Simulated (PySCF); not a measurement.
## How the method moves the HOMO and LUMO of `C[SiH2][Si@H](F)P`

CH₈FPSi₂.
Numbering: `[CH3:1][SiH2:2][Si@H:3]([F:4])[PH2:5]` (hydrogens: H6, H7, H8 on C1; H9, H10 on Si2; H11 on Si3; H12, H13 on P5)

Geometry (PBE0-D3(BJ)/def2-SVP, Å), atoms numbered from 1 in this order:
```
atom  x, y, z in Å
C1     1.7732    0.4876    0.4331
Si2    0.7445   -0.0907   -1.0371
Si3   -1.2593   -1.0169   -0.2553
F4    -2.1795   -1.4690   -1.5303
P5    -2.4660    0.4310    0.9977
H6     1.2216    1.2336    1.0253
H7     2.7118    0.9486    0.0897
H8     2.0290   -0.3554    1.0926
H9     1.5055   -1.0844   -1.8579
H10    0.3880    1.0700   -1.9136
H11   -1.0429   -2.2255    0.5989
H12   -1.4483    0.4512    2.0042
H13   -1.9704    1.6023    0.3443
```

Basis pcSseg-1 throughout (PySCF), one geometry. Geometry: PBE0-D3(BJ)/def2-SVP, one conformer, isolated molecule.

Problem. How do the orbital energies, the gap and the dipole change with the method?

Solution. 
```json
{"method": "BLYP", "kind": "GGA", "HOMO (eV)": "-6.17", "LUMO (eV)": "-1.18", "gap (eV)": "4.99", "μ (D)": "2.63", "SCF cycles": "14"}
{"method": "B97-D", "kind": "GGA", "HOMO (eV)": "-6.31", "LUMO (eV)": "-1.19", "gap (eV)": "5.12", "μ (D)": "2.71", "SCF cycles": "14"}
{"method": "PBE", "kind": "GGA", "HOMO (eV)": "-6.34", "LUMO (eV)": "-1.38", "gap (eV)": "4.97", "μ (D)": "2.76", "SCF cycles": "14"}
{"method": "OPBE", "kind": "GGA", "HOMO (eV)": "-6.34", "LUMO (eV)": "-1.23", "gap (eV)": "5.11", "μ (D)": "2.84", "SCF cycles": "14"}
{"method": "KT2", "kind": "GGA", "HOMO (eV)": "-6.41", "LUMO (eV)": "-1.50", "gap (eV)": "4.90", "μ (D)": "2.75", "SCF cycles": "14"}
{"method": "KT3", "kind": "GGA", "HOMO (eV)": "-6.41", "LUMO (eV)": "-1.37", "gap (eV)": "5.04", "μ (D)": "2.68", "SCF cycles": "14"}
{"method": "LDA", "kind": "LDA", "HOMO (eV)": "-6.44", "LUMO (eV)": "-1.60", "gap (eV)": "4.84", "μ (D)": "2.91", "SCF cycles": "13"}
{"method": "BP86", "kind": "GGA", "HOMO (eV)": "-6.45", "LUMO (eV)": "-1.43", "gap (eV)": "5.02", "μ (D)": "2.76", "SCF cycles": "13"}
{"method": "B3LYP", "kind": "global hybrid", "HOMO (eV)": "-7.21", "LUMO (eV)": "-0.71", "gap (eV)": "6.50", "μ (D)": "2.76", "SCF cycles": "12"}
{"method": "B97-2", "kind": "global hybrid", "HOMO (eV)": "-7.21", "LUMO (eV)": "-0.55", "gap (eV)": "6.67", "μ (D)": "2.86", "SCF cycles": "12"}
{"method": "PBE0", "kind": "global hybrid", "HOMO (eV)": "-7.44", "LUMO (eV)": "-0.57", "gap (eV)": "6.87", "μ (D)": "2.89", "SCF cycles": "12"}
{"method": "mPW1PW91", "kind": "global hybrid", "HOMO (eV)": "-7.46", "LUMO (eV)": "-0.55", "gap (eV)": "6.91", "μ (D)": "2.89", "SCF cycles": "12"}
{"method": "BHandHLYP", "kind": "global hybrid", "HOMO (eV)": "-8.39", "LUMO (eV)": "0.36", "gap (eV)": "8.75", "μ (D)": "2.87", "SCF cycles": "11"}
{"method": "CAM-B3LYP", "kind": "range-separated hybrid", "HOMO (eV)": "-8.64", "LUMO (eV)": "0.51", "gap (eV)": "9.15", "μ (D)": "2.81", "SCF cycles": "12"}
{"method": "wB97X-D", "kind": "range-separated hybrid", "HOMO (eV)": "-9.21", "LUMO (eV)": "1.16", "gap (eV)": "10.38", "μ (D)": "2.92", "SCF cycles": "13"}
{"method": "HF", "kind": "Hartree–Fock", "HOMO (eV)": "-9.90", "LUMO (eV)": "2.64", "gap (eV)": "12.54", "μ (D)": "2.95", "SCF cycles": "10"}
{"method": "LC-wPBE", "kind": "range-separated hybrid", "HOMO (eV)": "-9.95", "LUMO (eV)": "1.57", "gap (eV)": "11.52", "μ (D)": "2.92", "SCF cycles": "13"}
```

The HOMO spans 3.78 eV, from BLYP down to LC-wPBE, and the gap runs from 4.84 eV (LDA) to 12.54 eV (HF). Over the methods BLYP (0 %), B97-D (0 %), PBE (0 %), OPBE (0 %), KT2 (0 %), KT3 (0 %), LDA (0 %), BP86 (0 %), B3LYP (20 %), B97-2 (21 %), PBE0 (25 %), mPW1PW91 (25 %), BHandHLYP (50 %), HF (100 %), a straight line through the gap against the share of exact exchange rises by 0.75 eV for each 10 % (correlation coefficient 0.999). The dipole ranges from 2.63 D (BLYP) to 2.95 D (HF). This basis has no diffuse functions.
